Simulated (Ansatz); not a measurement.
This geometry of CH$_{9}$PSi$_{2}$ (13 atoms, charge 0, multiplicity 1) is a first-order saddle point.

All numbers below come from RKS PBE/def2-SVP (Ansatz 0.2.0).

```xyz
13
Properties=species:S:1:pos:R:3
C -1.610 0.213 1.211
Si -0.533 -1.149 0.455
Si 1.557 -0.267 -0.192
P 1.097 1.146 -1.813
H -1.173 0.575 2.163
H -1.674 1.071 0.512
H -2.634 -0.160 1.415
H -1.185 -1.722 -0.780
H -0.325 -2.287 1.425
H 2.172 0.562 0.908
H 2.557 -1.343 -0.548
H 1.755 2.372 -2.043
H 0.014 0.954 -2.695
```

Which two structures does it join? (They come from a converged band through this point; their orientation in space is the band's.)

No bond is made or broken. The height of P4 over the plane of its neighbours goes from -0.88 to 0.88 Å.

First end point:

```xyz
13
Properties=species:S:1:pos:R:3
C -1.818 0.103 0.934
Si -0.493 -1.190 0.513
Si 1.499 -0.170 -0.234
P 1.066 1.005 -2.155
H -1.457 0.795 1.721
H -2.083 0.702 0.040
H -2.740 -0.390 1.303
H -0.993 -2.118 -0.566
H -0.177 -2.029 1.727
H 2.083 0.691 0.860
H 2.522 -1.221 -0.585
H 2.290 1.764 -2.089
H 0.321 2.023 -1.455
```

Last end point:

```xyz
13
Properties=species:S:1:pos:R:3
C -1.758 0.285 1.197
Si -0.536 -1.043 0.615
Si 1.448 -0.066 -0.206
P 0.881 1.412 -1.867
H -1.332 0.871 2.036
H -1.996 0.988 0.373
H -2.704 -0.178 1.543
H -1.146 -1.866 -0.494
H -0.198 -1.986 1.743
H 2.107 0.743 0.883
H 2.431 -1.119 -0.657
H 2.234 1.561 -2.338
H 0.591 0.364 -2.813
```

How far does it lie above each of them?

99.6 kJ/mol above the first and 100.6 kJ/mol above the second. This is the barrier of this one path; another mechanism may lie lower.

Run time: 3.7 min on 2 threads of Intel(R) Xeon(R) Platinum 8488C (Sapphire Rapids), with other jobs on the host, peak memory 0.17 GiB.
